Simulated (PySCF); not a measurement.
## Identify the compound

Molecular formula: C2H2F6NP. Simulated spectra:

$^{1}$H NMR (300 MHz, computed): δ 2.46 (br s, 2H).

$^{13}$C{$^{1}$H} NMR (computed): δ 136.7 (C).

Calculated, not measured (PySCF 2.14): shielding tensors at PBE0/pcSseg-1 (GIAO), GFN2-xTB structure. Gas phase, single conformer, one averaged value for each set of equivalent atoms, relativity neglected.

δ = σ(ref) − σ, references computed at the same level: $^{1}$H, $^{13}$C vs TMS.

Problem. What is the structure?

Solution. 
1 carbon signal for 2 carbons: some carbons are equivalent by symmetry or fast rotation. Carbon types of the structure: 2 × C, leaving 2 H on heteroatoms. δC 136.7: CF3 carbon; 3 electronegative neighbours deshield it. δH 2.46: hydrogen on a nitrogen bonded to P; labile proton, position sensitive to the medium.

These data were computed for SMILES NP(C(F)(F)F)C(F)(F)F.

The data come from this structure; uniqueness wasn't tested.

OH and NH positions are those of a molecule without intermolecular hydrogen bonds; in solution they move with solvent, concentration and temperature, and exchange usually removes their couplings. Splittings by $^{19}$F and $^{31}$P in the carbon and heteronuclear signals aren't shown, as no couplings were computed. Shifts are as computed. Against solution values, carbons near 30 ppm lie about +3 ppm off and those near 130 ppm about +5 ppm. Of 1211 compounds with measured shifts, 218 miss one by over three times the rms of a fit or turn the order of signals round; such compounds aren't used in these exercises.
